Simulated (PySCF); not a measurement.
Computed shifts of a molecule CH6ClGeN, PBE/pcSseg-1 in PySCF, GIAO, gas phase, atoms alike by connectivity averaged where their shifts nearly agree, in ppm (number of nuclei): ¹³C: 6.8 (1). ¹⁵N: 48.2 (1). ¹H: 6.03 (1), 1.18 (1), 0.98 (1), 0.96 (3). References: ¹³C against TMS (σ = 182.0 ppm); ⁷³Ge against GeH4 (σ = 1614.4 ppm); ¹⁵N against NH3 (σ = 267.0 ppm); ³⁵Cl against HCl (σ = 936.5 ppm); ¹H against TMS (σ = 31.49 ppm), references at their B3LYP-D3(BJ)/def2-TZVP geometries, non-relativistic (without spin–orbit terms, shifts of atoms bonded to Cl or Br come out too high). Geometry: PBE0-D3(BJ)/def2-SVP. The values are those of a single conformer.

**Question.** Which molecule gave these data?
A. N[CH2][GeH2][Cl]
B. C[NH][GeH2][Cl]
C. [CH3][Ge@H]([NH2])[Cl]

**Answer.** C, [CH3][Ge@H]([NH2])[Cl]
